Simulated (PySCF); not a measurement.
B₂, triplet, at a GFN2-xTB geometry; M06L/def2-SVP in PySCF.

Input for PySCF:
```python
from pyscf import gto, scf, dft

mol = gto.M(
    atom='''
B    -0.00000000   -0.00000000   -0.70244061
B     0.00000000    0.00000000    0.70244061
''',
    basis='def2-svp',
    spin=2,
    verbose=5,
)

mf = dft.UKS(mol)
mf.xc = 'm06l'
mf.kernel()
```

Output, abridged:

```
PySCF version 2.14.0

[INPUT] verbose = 5
[INPUT] max_memory = 4000
[INPUT] num. atoms = 2
[INPUT] num. electrons = 10
[INPUT] charge = 0
[INPUT] spin (= nelec alpha-beta = 2S) = 2
[INPUT] symmetry False subgroup None
[INPUT] Mole.unit = angstrom
[INPUT] Symbol           X                Y                Z      unit          X                Y                Z       unit  Magmom
[...]
[INPUT] ---------------- BASIS SET ----------------
[INPUT] l, kappa, [nprim/nctr], expnt,             c_1 c_2 ...
[INPUT] B
[...]
                                126.26464843      -0.041565520771
                                28.620600763      -0.18299816983
                                7.879372271       -0.46540391866
                                2.4088857172      -0.44173884791
[...]
                                1.2499157866      -0.19895775769
                                0.3387167635      -0.50850202618
[...]
nuclear repulsion = 9.41676070878078
number of shells = 12
number of NR pGTOs = 48
number of NR cGTOs = 28
basis = def2-svp
ecp = {}

******** <class 'pyscf.dft.uks.UKS'> ********
method = UKS
initial guess = minao
damping factor = 0
level_shift factor = 0
DIIS = <class 'pyscf.scf.diis.CDIIS'>
diis_start_cycle = 1
diis_space = 8
diis_damp = 0
SCF conv_tol = 1e-09
SCF conv_tol_grad = None
SCF max_cycles = 50
direct_scf = True
direct_scf_tol = 1e-13
number electrons alpha = 6  beta = 4
XC library pyscf.dft.libxc version 7.1.2
    S. Lehtola, C. Steigemann, M. J. T. Oliveira, and M. A. L. Marques,  SoftwareX 7, 1–5 (2018)
XC functionals = m06l
    Y. Zhao and D. G. Truhlar,  J. Chem. Phys. 125, 194101 (2006)
    Y. Zhao and D. G. Truhlar,  J. Chem. Phys. 125, 194101 (2006)
    Y. Zhao and D. G. Truhlar,  Theor. Chem. Acc. 120, 215 (2008)
radial grids:
    Treutler-Ahlrichs [JCP 102, 346 (1995); DOI:10.1063/1.469408] (M4) radial grids

becke partition: Becke, JCP 88, 2547 (1988); DOI:10.1063/1.454033
pruning grids: <function nwchem_prune>
grids dens level: 3
symmetrized grids: False
atomic radii adjust function: <function treutler_atomic_radii_adjust>
small_rho_cutoff = 0
Set gradient conv threshold to 3.16228e-05
atom B rad-grids = 75, ang-grids = [ 50  50  50  50  50  50  50  50  50  50  50  50  50  50  50  50  50  50
  50  50  50  50  50  86  86  86  86  86  86  86  86  86 266 266 266 266
 266 266 266 302 302 302 302 302 302 302 302 302 302 302 302 302 302 302
 302 302 302 302 266 266 266 266 266 266 266 266 266 266 266 266 266 266
 266 266 266]
tot_boxes 891, boxes in each direction [7 7 9]
Padding 4 grids
tot grids = 28096
nelec by numeric integration = [4.99761993 4.99761993]
E1 = -83.50624041733246  E2 = 24.5609555346617  Ecoul = 32.494054194757716  Exc = -7.933098660096013
init E= -49.52852417389
cond(S) = 1635.7083126221578

  alpha mo_energy =
[-6.71722582 -6.71489996 -0.55355146 -0.24740809 -0.23709896 -0.23709896
 -0.18401544  0.0079511   0.0079511   0.20920782  0.26938459  0.27532754
  0.2759493   0.2759493   0.29049437  0.38777203  0.38777203  0.66857535
  0.88826605  0.8883234   0.94773627  0.94773627  1.21872181  1.21881199
  1.34291962  1.64554513  1.64554513  1.96841002]
  beta  mo_energy =
[-6.71722582 -6.71489996 -0.55355146 -0.24740809 -0.23709896 -0.23709896
 -0.18401544  0.0079511   0.0079511   0.20920782  0.26938459  0.27532754
  0.2759493   0.2759493   0.29049437  0.38777203  0.38777203  0.66857535
  0.88826605  0.8883234   0.94773627  0.94773627  1.21872181  1.21881199
  1.34291962  1.64554513  1.64554513  1.96841002]
multiplicity <S^2> = 2  2S+1 = 3
nelec by numeric integration = [6.0000001  4.00000001]
E1 = -83.61462114699057  E2 = 24.876702719718708  Ecoul = 32.84408719508974  Exc = -7.967384475371032
cycle= 1 E= -49.3211577184911  delta_E= 0.207  |g|= 0.0787  |ddm|=  1.2
  alpha mo_energy =
[-6.68616859e+00 -6.68382478e+00 -5.19979024e-01 -2.56275520e-01
 -2.33023324e-01 -2.33023324e-01 -1.80316894e-01 -3.21241811e-03
 -3.21241811e-03  2.11512669e-01  2.53850318e-01  2.61922799e-01
[...]
  0.26620022  0.26620022  0.28390866  0.36422326  0.36422326  0.65744306
  0.85264281  0.85271927  0.93277446  0.93277446  1.1753857   1.17541422
  1.31378152  1.6143098   1.6143098   1.96970779]
  beta  mo_energy =
[-6.7064429  -6.70505641 -0.4697061  -0.22253256 -0.17547713 -0.17407209
 -0.17407209  0.04286337  0.04286337  0.19972254  0.25093279  0.25812387
  0.26606561  0.26606561  0.27513219  0.41380591  0.41380591  0.6326679
  0.95291956  0.95291956  0.96525694  0.96526467  1.28687385  1.2868985
  1.37373041  1.66949818  1.66949818  1.80543202]
multiplicity <S^2> = 2.0116336  2S+1 = 3.0077458
nelec by numeric integration = [6.0000001  4.00000001]
E1 = -83.39745933815131  E2 = 24.652408368010008  Ecoul = 32.59675195545553  Exc = -7.944343587445522
cycle= 6 E= -49.3282902613605  delta_E= -5.58e-08  |g|= 2.61e-05  |ddm|= 0.00058
  alpha mo_energy =
[-6.71878176 -6.71644365 -0.54666012 -0.26726752 -0.25333521 -0.25333521
 -0.19237189 -0.01846748 -0.01846748  0.20246776  0.24142239  0.24968794
  0.26617535  0.26617535  0.28389051  0.36420935  0.36420935  0.65742986
  0.85263004  0.85270653  0.93275796  0.93275796  1.17537219  1.17540072
  1.31375931  1.61429236  1.61429236  1.96969298]
  beta  mo_energy =
[-6.70648046 -6.70509362 -0.4697367  -0.22253772 -0.17549199 -0.17408883
 -0.17408883  0.04284961  0.04284961  0.19968017  0.250918    0.2581109
  0.2660281   0.2660281   0.27512086  0.41378795  0.41378795  0.63264323
  0.95290031  0.95290031  0.96524208  0.96524978  1.28686353  1.28688825
  1.37369812  1.66946168  1.66946168  1.80543079]
multiplicity <S^2> = 2.0116393  2S+1 = 3.0077495
nelec by numeric integration = [6.0000001  4.00000001]
E1 = -83.39746560424769  E2 = 24.652414632560784  Ecoul = 32.596759106708234  Exc = -7.944344474147449
cycle= 7 E= -49.3282902629061  delta_E= -1.55e-09  |g|= 2.85e-06  |ddm|= 0.000197
  alpha mo_energy =
[-6.71878091 -6.71644282 -0.54665888 -0.26726863 -0.25333503 -0.25333503
 -0.19237239 -0.01846767 -0.01846767  0.20246699  0.24142397  0.24968906
  0.26617505  0.26617505  0.28388962  0.36420948  0.36420948  0.65743018
  0.85263007  0.85270657  0.93275736  0.93275736  1.17537195  1.17540048
  1.31375954  1.61429158  1.61429158  1.96969388]
  beta  mo_energy =
[-6.70647933 -6.70509248 -0.46973696 -0.22253618 -0.17549128 -0.17408764
 -0.17408764  0.04285075  0.04285075  0.19968138  0.25091899  0.25811248
  0.26602964  0.26602964  0.27512124  0.41378969  0.41378969  0.63264485
  0.95290179  0.95290179  0.96524259  0.9652503   1.2868641   1.28688882
  1.37370034  1.66946327  1.66946327  1.80543445]
multiplicity <S^2> = 2.01164  2S+1 = 3.00775
nelec by numeric integration = [6.0000001  4.00000001]
E1 = -83.39746168605299  E2 = 24.652410714351156  Ecoul = 32.59675471164792  Exc = -7.944343997296764
cycle= 8 E= -49.3282902629211  delta_E= -1.49e-11  |g|= 2.06e-07  |ddm|= 3.19e-05
  alpha mo_energy =
[-6.71878059 -6.7164425  -0.54665864 -0.26726854 -0.25333484 -0.25333484
 -0.19237229 -0.01846753 -0.01846753  0.2024671   0.24142425  0.24968929
  0.26617519  0.26617519  0.28388964  0.36420961  0.36420961  0.65743034
  0.85263023  0.85270673  0.93275749  0.93275749  1.17537209  1.17540062
  1.31375965  1.61429166  1.61429166  1.96969405]
  beta  mo_energy =
[-6.706479   -6.70509215 -0.46973676 -0.22253598 -0.1754911  -0.17408747
 -0.17408747  0.04285091  0.04285091  0.19968156  0.25091926  0.25811276
  0.2660298   0.2660298   0.27512136  0.41378992  0.41378992  0.63264496
  0.95290193  0.95290193  0.96524276  0.96525048  1.28686428  1.28688901
  1.37370063  1.66946344  1.66946344  1.80543447]
multiplicity <S^2> = 2.01164  2S+1 = 3.00775
nelec by numeric integration = [6.0000001  4.00000001]
E1 = -83.3974609462313  E2 = 24.652409974529434  Ecoul = 32.59675386314909  Exc = -7.944343888619656
Extra cycle  E= -49.3282902629211  delta_E= -3.55e-14  |g|= 1.26e-07  |ddm|= 2.57e-06
converged SCF energy = -49.3282902629211  <S^2> = 2.01164  2S+1 = 3.00775
```
